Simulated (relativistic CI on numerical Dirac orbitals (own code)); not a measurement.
**Transition arrays of Ce XIII**

Method of calculation: Dirac-Coulomb-Breit CI, separate exchange-only KLI orbitals for each configuration, QED by a radiative potential, valence Slater integrals scaled by 0.9, whole transition arrays (own radial code, finite nucleus).

Configurations in the expansion (outside the closed core [Kr]): 4d¹⁰, 4d⁹4f, 4d⁹5p, 4d⁹5f. Levels of other configurations are missing.

All E1 lines from the levels of 4d¹⁰; mean and standard deviation are weighted by gf, and upper levels are sorted by their leading configuration.

| Upper configuration | Lines | Σgf | Mean (eV) | Mean (nm) | σ (eV) | Strongest line (nm) |
| --- | --- | --- | --- | --- | --- | --- |
| 4d⁹4f | 3 | 10.8 | 141.30 | 8.774 | 1.44 | 8.770 |
| 4d⁹5p | 3 | 1.3 | 126.74 | 9.782 | 1.22 | 9.820 |
| 4d⁹5f | 3 | 0.0 | 201.12 | 6.165 | 1.52 | 6.144 |

Σgf per state of the lower configuration in bins of 0.05 nm over the central range (centre: value): 8.775: 10.79, 9.575: 0.22, 9.825: 1.08.

How do configuration mixing and the scaling of the Slater integrals move the arrays?

Slater scale 0.9, no configuration mixing: 4d⁹4f 142.3 ± 1.5 eV (Σgf 10.9), 4d⁹5p 126.6 ± 1.1 eV (Σgf 1.3), 4d⁹5f 199.7 ± 1.7 eV (Σgf 0.1); Slater scale 1: 4d⁹4f 144.4 ± 1.4 eV (Σgf 11.1), 4d⁹5p 126.8 ± 1.2 eV (Σgf 1.3), 4d⁹5f 201.3 ± 1.6 eV (Σgf 0.0); Slater scale 0.8: 4d⁹4f 138.2 ± 1.5 eV (Σgf 10.6), 4d⁹5p 126.7 ± 1.2 eV (Σgf 1.4), 4d⁹5f 201.0 ± 1.5 eV (Σgf 0.0). With mixing, levels are counted to their leading configuration, so an array can shrink or vanish into another, and the sums then hold other lines.
